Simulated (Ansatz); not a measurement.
Ansatz (a quantum-chemistry and plane-wave program) input (BLYP/6-31G*):

Ansatz 0.2 input:
```yaml
crystal:
  periodic: [false, false, false]
  atoms:
    - {symbol: Si, position_ang: [-0.00000000, -0.00000000, -1.18991500]}
    - {symbol: C, position_ang: [0.00000000, 0.00000000, 0.65490400]}
    - {symbol: N, position_ang: [0.00000000, 0.00000000, 1.81848400]}
basis:
  gaussian:
    orbitals: 6-31G*
hamiltonian:
  xc: {name: BLYP}
magnetization: {spin_polarized: true, initial_magnetization: 1}
output: {forces: true}
```

Output:

```
Functional definition: BLYP
integrals: 0.01 GiB planned
533 factors; their error is unknown
mean field: 0.11 GiB planned
mean field evaluation 1: about -10391.8026 eV, gradient 4.0e1 eV
mean field evaluation 2: about -10260.7060 eV, gradient 1.2e2 eV
mean field evaluation 4: about -10398.0811 eV, gradient 2.6e1 eV
mean field evaluation 8: about -10400.8841 eV, gradient 1.2e-1 eV
mean field evaluation 16: about -10400.8409 eV, gradient 3.0e-5 eV
mean field -10400.84087882 eV, -382.2238523535 hartree, gradient 2.9e-5 eV, S^2 0.753624; 1 other end points of the search recorded, 0 dependent functions left out
the calculation of the forces begins
reference -10400.84111181 eV, -382.2238609159 hartree; 14, 13 occupied and 35, 36 virtual orbitals, 533 factors
Total energy: -10400.84111181 eV, -382.2238609159 hartree
Atom 0 at    -0.000000    -0.000000    -1.189915 Å, force     0.000000     0.000000    -0.292309 eV/Å
Atom 1 at     0.000000     0.000000     0.654904 Å, force    -0.000000    -0.000000    -2.522163 eV/Å
Atom 2 at     0.000000     0.000000     1.818484 Å, force     0.000000     0.000000     2.814473 eV/Å
Dipole moment:     0.000000    -0.000000    -0.515868 e Å
```

The geometry given is a B3LYP-D3(BJ)/def2-TZVP minimum.
